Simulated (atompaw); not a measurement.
**How hard is this Ir (Z = 77) PAW (atompaw) potential?**

- Element: iridium (Ir)
- Generator: atompaw 4.2.0.5
- Type: PAW
- Functional: PBEsol
- Relativity: scalar-relativistic
- Frozen core: [Kr] 4d10 4f14 5s2
- Valence charge: 15
- Reference configuration: 5p6 5d7 6s2 6p0
- Partial waves: 6s (bound): rc 2.20 bohr; 6s channel at 0.7 Ry: rc 2.20 bohr; 5p (bound): rc 1.45 bohr; 6p (bound, empty): rc 1.60 bohr; 5d (bound): rc 2.20 bohr; 5d channel at 2.15 Ry: rc 2.20 bohr
- Local potential: bessel scheme, radius 1.80 bohr
- Core correction: smooth core density matched at 1.65 bohr
- Augmentation charge: besselshape compensation charge, radius 2.05 bohr; PAW radius 2.20 bohr; waves and projectors: custom polynom2 7 10 vanderbiltortho

The pseudo-atom Hamiltonian at the reference potential is diagonalised in spherical Bessel functions j_l(qr) that vanish at 20 bohr, with q² up to the cutoff. All-electron valence levels (Ry): 6s -0.4686, 5p -4.0219, 6p -0.0864, 5d -0.5274.

Question: How do the lowest levels (Ry) of each channel move with the cutoff, and are there ghosts?

Answer:

```json
{"cutoff (Ry)": "8", "s #1": "-3.1685", "s #2": "-0.4657", "p #1": "-2.6330", "p #2": "-0.0334", "p #3": "0.0660", "d #1": "-0.1079", "d #2": "0.0713", "f #1": "0.1139", "Σ f·Δε (mRy)": "11275.6"}
{"cutoff (Ry)": "18", "s #1": "-7.4029", "s #2": "-0.4684", "p #1": "-3.9782", "p #2": "-0.0849", "p #3": "0.0530", "d #1": "-0.5268", "d #2": "0.0667", "f #1": "0.1139", "Σ f·Δε (mRy)": "266.7"}
{"cutoff (Ry)": "30", "s #1": "-7.4183", "s #2": "-0.4686", "p #1": "-4.0193", "p #2": "-0.0863", "p #3": "0.0528", "d #1": "-0.5273", "d #2": "0.0667", "f #1": "0.1139", "Σ f·Δε (mRy)": "16.6"}
{"cutoff (Ry)": "50", "s #1": "-7.4241", "s #2": "-0.4686", "p #1": "-4.0206", "p #2": "-0.0863", "p #3": "0.0528", "d #1": "-0.5273", "d #2": "0.0667", "f #1": "0.1139", "Σ f·Δε (mRy)": "8.5"}
{"cutoff (Ry)": "80", "s #1": "-7.4249", "s #2": "-0.4686", "p #1": "-4.0211", "p #2": "-0.0863", "p #3": "0.0528", "d #1": "-0.5274", "d #2": "0.0667", "f #1": "0.1139", "Σ f·Δε (mRy)": "5.0"}
{"cutoff (Ry)": "120", "s #1": "-7.4251", "s #2": "-0.4686", "p #1": "-4.0212", "p #2": "-0.0863", "p #3": "0.0528", "d #1": "-0.5274", "d #2": "0.0667", "f #1": "0.1139", "Σ f·Δε (mRy)": "3.8"}
{"cutoff (Ry)": "180", "s #1": "-7.4251", "s #2": "-0.4686", "p #1": "-4.0216", "p #2": "-0.0864", "p #3": "0.0528", "d #1": "-0.5274", "d #2": "0.0667", "f #1": "0.1139", "Σ f·Δε (mRy)": "1.5"}
{"cutoff (Ry)": "300", "s #1": "-7.4252", "s #2": "-0.4686", "p #1": "-4.0218", "p #2": "-0.0864", "p #3": "0.0528", "d #1": "-0.5274", "d #2": "0.0667", "f #1": "0.1139", "Σ f·Δε (mRy)": "0.2"}
{"cutoff (Ry)": "400", "s #1": "-7.4252", "s #2": "-0.4686", "p #1": "-4.0219", "p #2": "-0.0864", "p #3": "0.0528", "d #1": "-0.5274", "d #2": "0.0667", "f #1": "0.1139", "Σ f·Δε (mRy)": "0.0"}
```

Result: ghost state, extra bound levels that the all-electron valence spectrum of the same l lacks: s at -101.0 eV (a true bound ghost makes a file unfit for plane-wave use); 10 mRy is reached at 45 Ry and 1 mRy at 230 Ry.
